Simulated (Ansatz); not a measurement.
TeH₂, 3 atoms. Hardware: 4 threads of Intel Xeon on a shared host.

In the def2 sets Te takes a core potential; there is no spin–orbit coupling. Correlated methods freeze 4 core orbitals; core or outer-core shells of Te are correlated, in sets that lack core-valence functions.

(1) How many basis functions does each of these Ansatz runs have, and roughly what does it cost? PBE-QIDH/def2-TZVP, charge 0 singlet, energy, from earlier orbitals; PBE0-D4/def2-TZVP, charge 0 singlet, energy and forces, from earlier orbitals; PBE-D4/def2-TZVP, charge 0 singlet, energy, from earlier orbitals; ωB97M-V/def2-TZVP, charge 0 singlet, energy, from earlier orbitals; HF/def2-TZVP, charge 0 singlet, energy, from earlier orbitals; PBE-D4/def2-TZVPD, charge 0 singlet, energy, from earlier orbitals; CCSD(T)/def2-TZVPP, charge 1 doublet at the geometry of the charge 0 singlet, energy, from earlier orbitals; r2SCAN-D4/def2-TZVP, charge 0 singlet, energy, from earlier orbitals; ωB97X-V/def2-TZVP, charge 0 singlet, energy, from earlier orbitals; r2SCAN0-D4/def2-TZVP, charge 0 singlet, energy, from earlier orbitals; r2SCAN-D4/def2-TZVP, charge 1 doublet at the geometry of the charge 0 singlet, energy, from earlier orbitals; PBE-D4/def2-SVP, charge 0 singlet, energy, from earlier orbitals.

## Answers

(1) Other jobs shared the machine, so times can vary by a factor of up to 3. A dash marks memory too small to be measured apart from the calling script's.

```
                                                                                                         run  functions  fitting or Cholesky vectors  wall time  peak host memory (GiB)
                                            PBE-D4/def2-SVP, charge 0 singlet, energy, from earlier orbitals         36                          436      1.7 s                       –
                                               HF/def2-TZVP, charge 0 singlet, energy, from earlier orbitals         62                          593      2.1 s                       –
                                           PBE-D4/def2-TZVP, charge 0 singlet, energy, from earlier orbitals         62                          474      2.3 s                       –
                                          PBE-D4/def2-TZVPD, charge 0 singlet, energy, from earlier orbitals         77                          551      3.1 s                       –
                               PBE0-D4/def2-TZVP, charge 0 singlet, energy and forces, from earlier orbitals         62                          526        4 s                       –
                                        r2SCAN-D4/def2-TZVP, charge 0 singlet, energy, from earlier orbitals         62                          474      4.2 s                       –
                                       r2SCAN0-D4/def2-TZVP, charge 0 singlet, energy, from earlier orbitals         62                          526      4.3 s                       –
r2SCAN-D4/def2-TZVP, charge 1 doublet at the geometry of the charge 0 singlet, energy, from earlier orbitals         62                          474      5.5 s                       –
                                          ωB97X-V/def2-TZVP, charge 0 singlet, energy, from earlier orbitals         62                          499        6 s                       –
                                         PBE-QIDH/def2-TZVP, charge 0 singlet, energy, from earlier orbitals         62                          580      6.1 s                       –
                                          ωB97M-V/def2-TZVP, charge 0 singlet, energy, from earlier orbitals         62                          499      6.5 s                       –
 CCSD(T)/def2-TZVPP, charge 1 doublet at the geometry of the charge 0 singlet, energy, from earlier orbitals         78                          622       16 s                       –
```
